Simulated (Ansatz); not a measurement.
Compare A (`CN(C)[Si]O`) with its isomer B (`NC1CO[SiH2]1`).

Program: Ansatz. Geometries: PBE0-D4/def2-TZVP. ΔE: electronic, gas phase. CCSD(T)/CBS adds triple-zeta CCSD(T) − MP2 to the extrapolated MP2 energy (def2 sets, frozen cores). DFT in def2-TZVPP. B3LYP here is the variant with VWN-RPA as its local correlation; programs differ in this. One conformer a species, not always the lowest.

(1) Which isomer does CCSD(T)/CBS put lower? Give the gap. (Estimate.)

(2) Give E(B) − E(A) in kJ/mol with MP2/def2-TZVPP, B3LYP-D4, CCSD(T)/def2-TZVPP, r2SCAN-D4, LDA (SPW92), CCSD/def2-TZVPP, CCSD(T)/def2-SVP. (Estimate.)

(3) Does the order hold for the free energy at 298.15 K (harmonic terms from PBE0-D4)? (An estimate is asked.)

Largest T1 diagnostic: 0.013.

Answers

(1) Computed: A, by 105.8 kJ/mol.

(2) Ansatz gave: MP2/def2-TZVPP 104.8, B3LYP-D4 116.4, CCSD(T)/def2-TZVPP 107.7, r2SCAN-D4 98.6, LDA (SPW92) 105.5, CCSD/def2-TZVPP 106.1, CCSD(T)/def2-SVP 113.8. None reverses the order clearly.

(3) Ansatz gave: Yes: G(B) − G(A) = +103.1 kJ/mol, for one conformer each. Modes under 60 cm⁻¹, often nearly free rotors, make the harmonic entropy too high.

In def2-TZVPP, CCSD(T) changes the Hartree–Fock value by +12.1 kJ/mol (the triples alone add +1.6 kJ/mol) and MP2 by +9.2 kJ/mol. From r2SCAN to r2SCAN0 (25 % exact exchange), in def2-TZVPP and without D4, E(B) − E(A) moves by −4.2 kJ/mol.
